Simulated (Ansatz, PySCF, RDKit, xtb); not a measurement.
Two conformers of C3H8S2 (SMILES CSCSC), B3LYP-D3(BJ)/def2-TZVP minima.
Conformer 1 (charge 0, multiplicity 1):
```xyz
13

C      2.0221    -0.8157    -0.4904
S      1.0513    -0.3301     0.9584
C      0.1896     1.1195     0.2832
S     -0.9668     0.8286    -1.0871
C     -2.1942    -0.2003    -0.2432
H      1.3652    -0.9820    -1.3429
H      2.5294    -1.7450    -0.2365
H      2.7658    -0.0571    -0.7352
H     -0.3369     1.5686     1.1253
H      0.9146     1.8424    -0.0908
H     -2.9129    -0.5201    -0.9959
H     -2.7137     0.3654     0.5305
H     -1.7134    -1.0742     0.1939
```
Conformer 2 (charge 0, multiplicity 1, Z-matrix in Å and degrees):
```
C
H 1 1.0899
H 1 1.0914 2 108.83
S 1 1.8043 2 106.17 3 118.51
C 4 1.8129 1 100.02 2 -167.72
H 5 1.0881 4 110.63 1 -58.42
H 5 1.0888 6 109.38 4 117.27
H 5 1.0901 6 110.09 7 119.88
S 1 1.8245 2 110.25 3 -119.98
C 9 1.8146 1 99.31 2 74.51
H 10 1.0892 9 106.84 1 179.22
H 10 1.0900 11 108.78 9 -120.27
H 10 1.0904 11 108.85 12 -119.62
```

No zero-point or thermal terms.

Rows in 3-21G carry no dispersion term and start afresh at each structure.

The values were computed with Ansatz (an electronic-structure program); PySCF for 3-21G rows; RDKit for the force fields; xtb for the GFN methods. Values without a source in brackets are computed.

**Question.** One of these levels gives 1.91 kcal/mol for the electronic energy of conformer 2 less that of conformer 1. Which one is it?
A. MMFF94
B. GFN-FF
C. HF/3-21G
D. BLYP/def2-TZVPP

**Answer.** D, BLYP/def2-TZVPP. The others give 0.24 (MMFF94), 1.03 (GFN-FF), 2.27 (HF/3-21G)
